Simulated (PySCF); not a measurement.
C5H5FO, SMILES O=C[C@]1(F)C=CC1. Atoms are numbered in the order given.

```xyz
12

O     -1.3106     0.0235     1.6910
C     -1.3499    -0.1068     0.4958
C     -0.1420     0.0234    -0.4246
F     -0.6204     0.2599    -1.6983
C      0.8705    -1.0921    -0.2646
C      1.7773    -0.2757     0.3037
C      0.9715     0.9875     0.0934
H     -2.2961    -0.3506    -0.0618
H      0.8060    -2.1667    -0.4562
H      2.7417    -0.4518     0.7903
H      0.7206     1.5876     0.9833
H      1.3315     1.6369    -0.7204
```

Coordinates come from a r2SCAN-D4/def2-SVP optimisation. The structure was generated by enumeration; whether it is a known compound was not checked. The values are those of a single conformer.

Two levels are set side by side: PBE/pcSseg-1 (PySCF) and KT2/pcSseg-1 (PySCF). GIAO shifts against CFCl3 (¹⁹F), H2O (¹⁷O), TMS (¹H), TMS (¹³C) at the same level; non-relativistic, no solvent, atoms listed together averaged. Differences are taken from unrounded values.

```tsv
quantity	PBE
δ(¹⁷O) of O1 (ppm)	687.5
δ(¹³C) of C2 (ppm)	209.8
δ(¹³C) of C3 (ppm)	105.4
δ(¹⁹F) of F4 (ppm)	-203.7
δ(¹³C) of C5 (ppm)	147.4
δ(¹³C) of C6 (ppm)	154.5
δ(¹³C) of C7 (ppm)	50.0
δ(¹H) of H8 (ppm)	10.75
δ(¹H) of H9 (ppm)	6.67
δ(¹H) of H10 (ppm)	7.13
```

These are the PBE values. What does KT2 give? (Estimate from the structure and the level; the computed values follow.)


```json
[
 {"quantity": "δ(¹⁷O) of O1 (ppm)", "KT2": "632.8", "PBE minus KT2": "54.7"},
 {"quantity": "δ(¹³C) of C2 (ppm)", "KT2": "196.6", "PBE minus KT2": "13.2"},
 {"quantity": "δ(¹³C) of C3 (ppm)", "KT2": "102.6", "PBE minus KT2": "2.8"},
 {"quantity": "δ(¹⁹F) of F4 (ppm)", "KT2": "-207.3", "PBE minus KT2": "3.6"},
 {"quantity": "δ(¹³C) of C5 (ppm)", "KT2": "139.2", "PBE minus KT2": "8.2"},
 {"quantity": "δ(¹³C) of C6 (ppm)", "KT2": "146.2", "PBE minus KT2": "8.3"},
 {"quantity": "δ(¹³C) of C7 (ppm)", "KT2": "49.7", "PBE minus KT2": "0.2"},
 {"quantity": "δ(¹H) of H8 (ppm)", "KT2": "10.38", "PBE minus KT2": "0.36"},
 {"quantity": "δ(¹H) of H9 (ppm)", "KT2": "6.53", "PBE minus KT2": "0.14"},
 {"quantity": "δ(¹H) of H10 (ppm)", "KT2": "7.03", "PBE minus KT2": "0.10"}
]
```

Rough cost on one machine, each run with all the roots and properties that it gave: KT2 against PBE within a factor of 2.
